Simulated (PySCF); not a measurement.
PySCF input file for C2H5ClOSi2, SMILES O[SiH2]C#C[SiH2]Cl, TDDFT-LC-ωPBE/def2-SVPD. The structure is a stationary point at B3LYP-D3(BJ)/def2-SVP. The structure was generated by enumeration, and PubChem lists no compound with its InChIKey, so it may never have been made. Other conformers were not sampled.

```python
import numpy as np
from pyscf import gto, scf, dft, tdscf

mol = gto.M(
    atom='''
    O    -3.34694297   -0.06917214    1.47968233
    Si   -2.79569638   -0.69377182    0.03989127
    C    -0.95416721   -0.60801255   -0.05404040
    C     0.26734849   -0.52755505   -0.10804606
    Si    2.09132592   -0.42078707   -0.18912782
    Cl    2.65412485    1.54829495   -0.53824552
    H    -3.08195072    0.83045933    1.70562217
    H    -3.32428227    0.04541612   -1.14016735
    H    -3.21976167   -2.11214070    0.01174054
    H     2.67533390   -0.85373859    1.10389463
    H     2.58818053   -1.26040303   -1.30654446
    ''',
    basis='def2-SVPD',
    charge=0,
    spin=0,
    max_memory=1600,
    verbose=4,
)
mf = dft.RKS(mol, xc='lc_wpbe').density_fit(auxbasis='def2-universal-jkfit')
mf.grids.level = 3
mf.conv_tol = 1e-9
mf.max_cycle = 100
mf.kernel()
mf.grids = dft.Grids(mol).set(level=1).build(with_non0tab=True)  # coarser grid for the response kernel
td = tdscf.TDDFT(mf)
td.singlet = True
td.nstates = 10
td.conv_tol = 1e-4
td.positive_eig_threshold = 1e-6
td.kernel(x0=td.get_init_guess(mf, 15))
td.analyze()
tt = tdscf.TDA(mf)
tt.singlet = False
tt.nstates = 4
tt.conv_tol = 1e-4
tt.positive_eig_threshold = 1e-6
tt.kernel(x0=tt.get_init_guess(mf, 9))
tt.analyze(verbose=3)
```

Output:

```
PySCF version 2.14.0

[INPUT] verbose = 4
[INPUT] num. atoms = 11
[INPUT] num. electrons = 70
[INPUT] charge = 0
[INPUT] spin (= nelec alpha-beta = 2S) = 0
[INPUT] symmetry False subgroup None
[INPUT] Mole.unit = angstrom
[INPUT] Symbol           X                Y                Z      unit          X                Y                Z       unit  Magmom
[INPUT]  1 O     -3.346942970000  -0.069172140000   1.479682330000 AA   -6.324805567838  -0.130716400050   2.796194355058 Bohr   0.0
[INPUT]  2 Si    -2.795696380000  -0.693771820000   0.039891270000 AA   -5.283100485638  -1.311038732741   0.075383575061 Bohr   0.0
[INPUT]  3 C     -0.954167210000  -0.608012550000  -0.054040400000 AA   -1.803114703940  -1.148977199798  -0.102121555662 Bohr   0.0
[INPUT]  4 C      0.267348490000  -0.527555050000  -0.108046060000 AA    0.505215425916  -0.996934560131  -0.204177462238 Bohr   0.0
[INPUT]  5 Si     2.091325920000  -0.420787070000  -0.189127820000 AA    3.952033226004  -0.795172319058  -0.357399782336 Bohr   0.0
[INPUT]  6 Cl     2.654124850000   1.548294950000  -0.538245520000 AA    5.015569066902   2.925853415547  -1.017136620574 Bohr   0.0
[INPUT]  7 H     -3.081950720000   0.830459330000   1.705622170000 AA   -5.824042790206   1.569340691290   3.223158773286 Bohr   0.0
[INPUT]  8 H     -3.324282270000   0.045416120000  -1.140167350000 AA   -6.281983051047   0.085824028440  -2.154604027671 Bohr   0.0
[INPUT]  9 H     -3.219761670000  -2.112140700000   0.011740540000 AA   -6.084467742672  -3.991367459547   0.022186405155 Bohr   0.0
[INPUT] 10 H      2.675333900000  -0.853738590000   1.103894630000 AA    5.055648362765  -1.613332117072   2.086058521078 Bohr   0.0
[INPUT] 11 H      2.588180530000  -1.260403030000  -1.306544460000 AA    4.890952362632  -2.381816533272  -2.469011198968 Bohr   0.0

nuclear repulsion = 358.255291000772
number of shells = 76
number of NR pGTOs = 272
number of NR cGTOs = 178
basis = def2-SVPD
ecp = {}


[settings echo left out]
init E= -1193.12089829544
  HOMO = -0.335261127254359  LUMO = -0.0592472450700177  gap/eV = 7.51072
cycle= 1 E= -1192.7088817068  delta_E= 0.412  |g|= 0.704  |ddm|= 5.93
  HOMO = -0.333495339812581  LUMO = 0.00794636475626564  gap/eV = 9.29110
cycle= 2 E= -1192.73409698629  delta_E= -0.0252  |g|= 0.701  |ddm|= 1.89
  HOMO = -0.412397815215672  LUMO = 0.0193868692064254  gap/eV = 11.74946
cycle= 3 E= -1192.82519444072  delta_E= -0.0911  |g|= 0.0788  |ddm|= 0.77
  HOMO = -0.414781985791453  LUMO = 0.0250725435124481  gap/eV = 11.96905
cycle= 4 E= -1192.82668010615  delta_E= -0.00149  |g|= 0.0245  |ddm|=  0.2
  HOMO = -0.412142280492573  LUMO = 0.0268770015878945  gap/eV = 11.94632
cycle= 5 E= -1192.82687807033  delta_E= -0.000198  |g|= 0.0038  |ddm|= 0.0919
  HOMO = -0.412914931156023  LUMO = 0.0264367946641899  gap/eV = 11.95537
cycle= 6 E= -1192.82688524996  delta_E= -7.18e-06  |g|= 0.00118  |ddm|= 0.0227
  HOMO = -0.412860937498808  LUMO = 0.0264995986537473  gap/eV = 11.95561
cycle= 7 E= -1192.82688589751  delta_E= -6.48e-07  |g|= 0.000977  |ddm|= 0.00542
  HOMO = -0.412856123946366  LUMO = 0.0265161866492538  gap/eV = 11.95593
cycle= 8 E= -1192.82688620939  delta_E= -3.12e-07  |g|= 0.000226  |ddm|= 0.0018
  HOMO = -0.41287396692309  LUMO = 0.0265106697251682  gap/eV = 11.95626
cycle= 9 E= -1192.8268862784  delta_E= -6.9e-08  |g|= 7.9e-05  |ddm|= 0.000747
  HOMO = -0.412865677758091  LUMO = 0.0265155960391104  gap/eV = 11.95617
cycle= 10 E= -1192.82688628949  delta_E= -1.11e-08  |g|= 3.12e-05  |ddm|= 0.000281
  HOMO = -0.412867206638588  LUMO = 0.0265133741302672  gap/eV = 11.95615
cycle= 11 E= -1192.82688629115  delta_E= -1.66e-09  |g|= 7.03e-06  |ddm|= 0.000134
  HOMO = -0.412866402415694  LUMO = 0.026513678833215  gap/eV = 11.95614
cycle= 12 E= -1192.82688629117  delta_E= -2.55e-11  |g|= 5.08e-06  |ddm|= 2.99e-05
  HOMO = -0.412866731376675  LUMO = 0.0265134702686058  gap/eV = 11.95614
Extra cycle  E= -1192.82688629117  delta_E=    0  |g|= 5.35e-06  |ddm|= 9.67e-06
converged SCF energy = -1192.82688629117
tot grids = 47040
Overwritten attributes  positive_eig_threshold  of <class 'pyscf.tdscf.rks.TDDFT'>


******** <class 'pyscf.tdscf.rks.TDDFT'> for <class 'pyscf.df.df_jk.DFRKS'> ********
nstates = 10 singlet
deg_eia_thresh = 1.000e-03
wfnsym = None
conv_tol = 0.0001
eigh lindep = 1e-12
eigh level_shift = 0
eigh max_cycle = 100


Excitation energies (eV)
[5.39301653 5.76066682 5.8281935  7.55605136 7.56630454 7.76688607
 8.04871537 8.28245878 8.49688929 8.5373871 ]

** Singlet excitation energies and oscillator strengths **
Excited State   1:      5.39302 eV    229.90 nm  f=0.0004
      33 -> 36       -0.13104
      34 -> 36        0.22574
      34 -> 37       -0.23385
      35 -> 36        0.51697
      35 -> 37        0.13236
      35 -> 41       -0.11893
Excited State   2:      5.76067 eV    215.23 nm  f=0.0027
      34 -> 36        0.44730
      34 -> 37       -0.12299
      34 -> 41       -0.10060
      35 -> 36       -0.13386
      35 -> 37       -0.41341
Excited State   3:      5.82819 eV    212.73 nm  f=0.0026
      32 -> 37       -0.13484
      33 -> 37       -0.11993
      34 -> 37        0.52306
      34 -> 39       -0.12468
      35 -> 36        0.27446
      35 -> 37       -0.19106
Excited State   4:      7.55605 eV    164.09 nm  f=0.0208
      31 -> 36        0.13213
      31 -> 37        0.14625
      32 -> 36       -0.30518
      32 -> 37       -0.17311
      33 -> 36        0.38253
      33 -> 37       -0.20665
      34 -> 37       -0.13490
      35 -> 36        0.16999
Excited State   5:      7.56630 eV    163.86 nm  f=0.0287
      31 -> 36        0.11262
      31 -> 37        0.19683
      32 -> 36       -0.33486
      32 -> 37       -0.18114
      33 -> 36       -0.34880
      33 -> 37        0.19153
      34 -> 36       -0.19333
Excited State   6:      7.76689 eV    159.63 nm  f=0.0942
      31 -> 36        0.43726
      31 -> 41        0.11893
      32 -> 36        0.25722
      32 -> 37       -0.31579
      34 -> 36        0.11380
      35 -> 37        0.16144
Excited State   7:      8.04872 eV    154.04 nm  f=1.3551
      31 -> 36       -0.10424
      31 -> 37        0.10589
      32 -> 36       -0.17358
      34 -> 36        0.38063
      34 -> 37        0.20768
      35 -> 36       -0.16441
      35 -> 37        0.43303
Excited State   8:      8.28246 eV    149.69 nm  f=0.0140
      26 -> 37       -0.10135
      30 -> 36        0.37409
      30 -> 37        0.33463
      31 -> 36       -0.12779
      31 -> 37       -0.21873
      32 -> 37       -0.22900
Excited State   9:      8.49689 eV    145.92 nm  f=0.0399
      26 -> 36       -0.12347
      26 -> 37        0.11496
      30 -> 36        0.23825
      31 -> 36        0.29261
      31 -> 37       -0.21492
      32 -> 36       -0.17360
      32 -> 37        0.32295
      32 -> 39       -0.11323
      32 -> 41        0.14754
Excited State  10:      8.53739 eV    145.22 nm  f=0.0046
      34 -> 38       -0.23665
      34 -> 42        0.11506
      35 -> 38       -0.54448
      35 -> 42        0.13516
      35 -> 43       -0.11774

** Transition electric dipole moments (AU) **
state          X           Y           Z        Dip. S.      Osc.
  1        -0.0210     -0.0497     -0.0194      0.0033      0.0004
  2         0.0966      0.0678     -0.0707      0.0189      0.0027
  3        -0.0681     -0.1093     -0.0441      0.0185      0.0026
  4        -0.3308     -0.0148      0.0496      0.1121      0.0208
  5        -0.3402     -0.0414     -0.1930      0.1547      0.0287
  6         0.6952     -0.1014     -0.0411      0.4952      0.0942
  7         2.6022      0.2745     -0.1585      6.8722      1.3551
  8         0.2329      0.1076      0.0555      0.0689      0.0140
  9         0.4116      0.0183     -0.1488      0.1919      0.0399
 10         0.1146      0.0078     -0.0950      0.0222      0.0046

** Transition velocity dipole moments (imaginary part, AU) **
state          X           Y           Z        Dip. S.      Osc.
  1        -0.0042     -0.0101     -0.0043      0.0001      0.0005
  2         0.0202      0.0155     -0.0165      0.0009      0.0029
  3        -0.0147     -0.0250     -0.0104      0.0010      0.0030
  4        -0.0884     -0.0074      0.0135      0.0081      0.0194
  5        -0.0910     -0.0143     -0.0508      0.0111      0.0265
  6         0.1975     -0.0311     -0.0113      0.0401      0.0937
  7         0.7705      0.0818     -0.0489      0.6028      1.3587
  8         0.0726      0.0366      0.0180      0.0069      0.0152
  9         0.1256      0.0082     -0.0476      0.0181      0.0387
 10         0.0366      0.0049     -0.0359      0.0027      0.0056

** Transition magnetic dipole moments (imaginary part, AU) **
state          X           Y           Z
  1        -0.0219      0.0879      0.0289
  2        -0.2396     -0.0330     -0.0128
  3        -0.0016      0.0259      0.0555
  4        -0.2055      0.7169     -0.1203
  5         1.2829      0.1469     -0.0749
  6         0.3986      0.3782      0.3056
  7         0.0774      0.2302     -1.4790
  8        -0.8075      0.2402     -0.0760
  9        -0.2519     -0.1038     -0.1155
 10         0.2868      0.4352     -0.4020
Overwritten attributes  positive_eig_threshold  of <class 'pyscf.tdscf.rks.TDA'>


******** <class 'pyscf.tdscf.rks.TDA'> for <class 'pyscf.df.df_jk.DFRKS'> ********
nstates = 4 triplet
deg_eia_thresh = 1.000e-03
wfnsym = None
conv_tol = 0.0001
eigh lindep = 1e-12
eigh level_shift = 0
eigh max_cycle = 100


Excitation energies (eV)
[4.35321803 4.80321172 4.8315028  5.50982164]

** Triplet excitation energies and oscillator strengths **
Excited State   1:      4.35322 eV    284.81 nm  f=0.0000
Excited State   2:      4.80321 eV    258.13 nm  f=0.0000
Excited State   3:      4.83150 eV    256.62 nm  f=0.0000
Excited State   4:      5.50982 eV    225.02 nm  f=0.0000
```

Self-consistency was reached.
